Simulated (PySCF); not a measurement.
C₄H₁₂Ge, SMILES C[C](C)(C)[GeH3].

Coordinates come from a B3LYP-D3(BJ)/def2-SVP optimisation. The isomer is the one that the SMILES or the coordinates give; other isomers of the formula were not compared.

The numbers are results of B3LYP-D3(BJ)/def2-SVP (PySCF), not measurements.

Frequencies are harmonic and unscaled.

Modes within 1.5 cm⁻¹ of each other (mostly degenerate sets) share a row, with their intensities summed.

### Question
Give all harmonic wavenumbers and intensities. (Estimate from the structure and the level; the computed values follow.)

### Answer

```tsv
mode	ν (cm⁻¹)	IR (km/mol)	moving atoms (share of kinetic energy)
1	120	0.0	H 97 %
2–3	212	0.4	C 52 %, H 41 %
4	241	0.0	H 99 %
5	281	1.7	C 42 %, Ge 35 %, H 23 %
6–7	287	0.0	H 92 %
8–9	370	1.5	C 54 %, H 46 %
10	548	1.2	C 60 %, H 34 %
11–12	561	57.2	H 84 %, C 10 %
13	821	124.1	H 61 %, C 36 %
14	838	79.8	H 68 %, C 32 %
15–16	885	65.7	H 99 %
17–18	954	1.6	H 58 %, C 42 %
19	959	0.0	H 82 %, C 18 %
20–21	1032	5.2	H 70 %, C 30 %
22	1208	8.6	C 58 %, H 42 %
23–24	1227	0.0	C 68 %, H 32 %
25–26	1387	6.8	H 79 %, C 21 %
27	1413	0.0	H 81 %, C 19 %
28	1456	0.0	H 96 %
29–30	1458	0.9	H 96 %
31–32	1479	16.0	H 95 %
33	1486	9.9	H 95 %
34	2107	90.6	H 100 %
35–36	2115	281.4	H 98 %
37–38	3003	53.0	H 97 %
39	3009	52.7	H 97 %
40–41	3078	12.3	H 91 %, C 9 %
42	3081	58.7	H 91 %, C 9 %
43	3101	0.0	H 90 %, C 10 %
44–45	3104	62.9	H 91 %, C 9 %
```
